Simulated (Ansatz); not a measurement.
Consider the redistribution: `C[O][Zn][CH3]` + `CO[SiH](O)F` → `C[O][Zn][O]C` + `C[SiH](O)F`.

Program: Ansatz. Geometries: PBE0-D4/def2-TZVP. ΔE: electronic, gas phase. CCSD(T)/CBS is the MP2 limit (def2-TZVPP, def2-QZVPP) plus CCSD(T) − MP2 in def2-TZVPP, frozen cores. Functionals use def2-TZVPP. For Zn outer-core shells are correlated without core-valence functions, which leaves a few kJ/mol of doubt a bond. Scalar relativity is left out up to krypton. One conformer a species, not always the lowest.

```csv
species,RPA@PBE/def2-TZVPP energy (Eh)
`C[O][Zn][CH3]`,-1933.49853
`CO[SiH](O)F`,-580.72316
`C[O][Zn][O]C`,-2008.71686
`C[SiH](O)F`,-505.47449
```

Q: Work out ΔE.

A: ΔE = (-2008.71686) + (-505.47449) − (-1933.49853) − (-580.72316) = 0.03034 Eh = +0.83 eV. CCSD(T)/CBS gives +0.84 eV.

Largest T1 diagnostic among the species: 0.017.

From BLYP to BHLYP (50 % exact exchange), in def2-TZVPP and without D4, ΔE moves by +0.09 eV. At CCSD(T), def2-SVP lies −0.12 eV from the extrapolated value and def2-TZVPP +0.01 eV. Leaving LDA and LC-ωPBE aside and taking each functional with its dispersion term where it has one, the values, not all of them listed here, spread over 0.13 eV, from revPBE-D4 to BHLYP-D4. LDA lies +0.10 eV from PBE without D4.
